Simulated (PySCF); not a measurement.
# SnH: everyday levels beside a composite calculation

PySCF; the state is a doublet (π ↑). The composite is CCSD(T) extrapolated to the basis-set limit from two correlation-consistent sets, with core-valence (CV) and scalar-relativistic (SR) terms as its label shows; it has no spin–orbit coupling and nothing beyond (T). Here it is CCSD(T)/CBS(DT). It gives Re = 1.766 Å, ωe = 1718 cm⁻¹ and De = 2.71 eV to Sn + H.

```csv
level,basis,relativity,Re (Å),ωe (cm⁻¹),De (eV)
UHF-SCS-MP2,def2-SVPD,scalar-relativistic core potentials,1.776,1736,2.41
UHF-CCSD(T),cc-pVTZ-PP/cc-pVTZ,scalar-relativistic core potentials,1.774,1732,2.66
PBE,def2-SVPD,scalar-relativistic core potentials,1.806,1634,2.62
PBE,aug-cc-pVDZ-PP/aug-cc-pVDZ,scalar-relativistic core potentials,1.806,1624,2.60
PBE,x2c-TZVPPall,spin-free X2C,1.798,1643,2.67
BP86,def2-SVP,scalar-relativistic core potentials,1.808,1631,2.77
BP86,def2-SVPD,scalar-relativistic core potentials,1.806,1630,2.77
B3LYP,def2-TZVPPD,scalar-relativistic core potentials,1.786,1681,2.75
PBE0,aug-cc-pVDZ-PP/aug-cc-pVDZ,scalar-relativistic core potentials,1.787,1696,2.56
ωB97X-V,x2c-TZVPPall,spin-free X2C,1.768,1763,2.79
```

Give the difference of each row from the composite.



```json
{"level": "UHF-SCS-MP2", "basis": "def2-SVPD", "ΔRe (pm)": "+1.0", "Δωe (%)": "+1.0", "ΔDe (eV)": "-0.30"}
{"level": "UHF-CCSD(T)", "basis": "cc-pVTZ-PP/cc-pVTZ", "ΔRe (pm)": "+0.8", "Δωe (%)": "+0.8", "ΔDe (eV)": "-0.05"}
{"level": "PBE", "basis": "def2-SVPD", "ΔRe (pm)": "+4.0", "Δωe (%)": "-4.9", "ΔDe (eV)": "-0.09"}
{"level": "PBE", "basis": "aug-cc-pVDZ-PP/aug-cc-pVDZ", "ΔRe (pm)": "+4.0", "Δωe (%)": "-5.5", "ΔDe (eV)": "-0.11"}
{"level": "PBE", "basis": "x2c-TZVPPall", "ΔRe (pm)": "+3.2", "Δωe (%)": "-4.4", "ΔDe (eV)": "-0.04"}
{"level": "BP86", "basis": "def2-SVP", "ΔRe (pm)": "+4.2", "Δωe (%)": "-5.1", "ΔDe (eV)": "+0.06"}
{"level": "BP86", "basis": "def2-SVPD", "ΔRe (pm)": "+4.0", "Δωe (%)": "-5.1", "ΔDe (eV)": "+0.06"}
{"level": "B3LYP", "basis": "def2-TZVPPD", "ΔRe (pm)": "+2.0", "Δωe (%)": "-2.2", "ΔDe (eV)": "+0.04"}
{"level": "PBE0", "basis": "aug-cc-pVDZ-PP/aug-cc-pVDZ", "ΔRe (pm)": "+2.1", "Δωe (%)": "-1.3", "ΔDe (eV)": "-0.15"}
{"level": "ωB97X-V", "basis": "x2c-TZVPPall", "ΔRe (pm)": "+0.2", "Δωe (%)": "+2.6", "ΔDe (eV)": "+0.08"}
```

Which rows come closest in De?

UHF-CCSD(T) in cc-pVTZ-PP/cc-pVTZ (-0.05 eV); PBE in x2c-TZVPPall (-0.04 eV); B3LYP in def2-TZVPPD (+0.04 eV), counted from the composite.

Correlated steps freeze 4 core orbitals. Correlated levels converge slowly with the basis: in double zeta they bind strong bonds too weakly, by up to about 1 eV, and carry superposition errors of some tenths. These are scalar-relativistic numbers at best; spin–orbit coupling would shift them, the dissociation energy most. The state is the lowest determinant that a PBE0 search found; another state may lie lower at other levels.
